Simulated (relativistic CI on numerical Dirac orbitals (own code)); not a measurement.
**Ru⁺: M2,3 absorption edge**

Computed with this model: Dirac-Coulomb-Breit CI, orbitals from a KLI potential per configuration, model QED, valence Slater integrals scaled by 0.8, multiplet model of core-to-valence dipole absorption; configurations [Kr] 4d7 → [Ne] 3s2 3p5 3d10 4s2 4p6 4d8; 80 K; Lorentzian 3 eV and Gaussian 0.4 eV FWHM. Energies are those of the free ion, without screening or charge transfer. The branching ratio is the share of the lower-energy edge in the whole absorption, uncertain by about 0.02 where the edges overlap. S is read from ⟨S²⟩ = S(S + 1).

Field parameters in Wybourne normalisation: Oh B⁴₀ = 21Dq, B⁴₄ = √(5/14) B⁴₀. The field is a parameter set, without covalency.

Computed curve for Oh, 10Dq = 29400 cm⁻¹, scaled to 100 at the maximum (points under 2 are left out and the grid is thinned):

(Energy (eV), Intensity): (453.0, 2.1), (453.5, 2.2), (454.5, 2.7), (455.0, 3.0), (456.0, 3.7), (456.5, 4.1), (457.0, 4.6), (458.0, 6.1), (458.5, 7.1), (459.5, 9.9), (460.0, 12.0), (460.5, 14.9), (461.5, 24.3), (462.0, 32.4), (463.0, 59.9), (463.5, 78.2), (464.5, 100.0), (465.0, 97.1), (465.5, 85.2), (466.5, 54.3), (467.0, 41.6), (468.0, 24.2), (468.5, 18.9), (469.0, 15.2), (470.0, 10.2), (470.5, 8.6), (471.5, 6.4), (472.0, 5.6), (472.5, 5.0), (473.5, 4.0), (474.0, 3.7), (475.0, 3.2), (475.5, 3.0), (476.0, 2.9), (477.0, 2.7), (477.5, 2.7), (478.5, 2.7), (479.0, 2.7), (479.5, 2.8), (480.5, 3.1), (481.0, 3.4), (482.0, 4.3), (482.5, 5.0), (483.0, 5.9), (484.0, 9.2), (484.5, 11.9), (485.5, 21.4), (486.0, 27.1), (487.0, 32.3), (487.5, 31.5), (488.0, 28.8), (489.0, 20.1), (489.5, 15.6), (490.5, 9.0), (491.0, 7.1), (491.5, 5.6), (492.5, 3.8), (493.0, 3.2), (494.0, 2.4), (494.5, 2.1)

The ground state has S = 0.51, and the centroid lies at 470.45 eV.
